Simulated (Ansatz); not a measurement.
Consider the silylene formation by 1,1-elimination: `F[SiH2]CC[SiH3]` → `CC[SiH3]` + `F[SiH]`.

Calculated with Ansatz (gas phase, PBE0-D4/def2-TZVP geometries, no zero-point term in ΔE). CCSD(T)/CBS adds triple-zeta CCSD(T) − MP2 to the extrapolated MP2 energy (def2 sets, frozen cores). This one scheme is used for every species. Functionals use def2-TZVPP. HSE06 is defined as in plane-wave codes. Each species was taken in one conformer, which may not be the lowest.

`F[SiH2]CC[SiH3]`:

Z-matrix (Å, degrees):
```
Si
C 1 1.863
F 1 1.605 2 108.8
H 1 1.484 2 112.6 3 118.7
H 1 1.485 2 110.5 3 -118.1
C 2 1.534 1 116.0 3 -52.2
H 2 1.098 1 107.0 3 -176.4
H 2 1.097 1 106.8 3 70.9
Si 6 1.881 2 115.9 1 -67.9
H 6 1.095 2 110.3 1 55.2
H 6 1.096 2 109.8 1 171.3
H 9 1.487 6 109.6 2 -171.5
H 9 1.487 6 111.7 2 68.2
H 9 1.489 6 109.9 2 -51.9
```

`CC[SiH3]`:

Z-matrix (Å, degrees):
```
C
C 1 1.526
H 1 1.093 2 111.4
H 1 1.093 2 111.6 3 120.1
H 1 1.093 2 111.4 3 -119.8
Si 2 1.876 1 113.4 3 59.9
H 2 1.095 1 110.5 3 -178.6
H 2 1.095 1 110.5 3 -61.7
H 6 1.489 2 110.4 1 -59.6
H 6 1.489 2 110.4 1 59.7
H 6 1.489 2 111.1 1 -180.0
```

`F[SiH]`:

```xyz
3

F     1.069    0.572    0.264
Si    0.127   -0.532   -0.439
H    -1.197   -0.040    0.175
```

```tsv
species	HSE06-D4 energy (Eh)
`F[SiH2]CC[SiH3]`	-760.15135
`CC[SiH3]`	-370.31883
`F[SiH]`	-389.75372
```

Question: Work out ΔE.

Answer: ΔE = (-370.31883) + (-389.75372) − (-760.15135) = 0.07880 Eh = +2.14 eV. CCSD(T)/CBS gives +2.06 eV.

Largest T1 diagnostic among the species: 0.015.

From PBE to PBE0 (25 % exact exchange), in def2-TZVPP and without D4, ΔE moves by +0.15 eV. In def2-TZVPP, CCSD(T) changes the Hartree–Fock value by +0.11 eV (the triples alone add +0.03 eV) and MP2 by +0.30 eV.
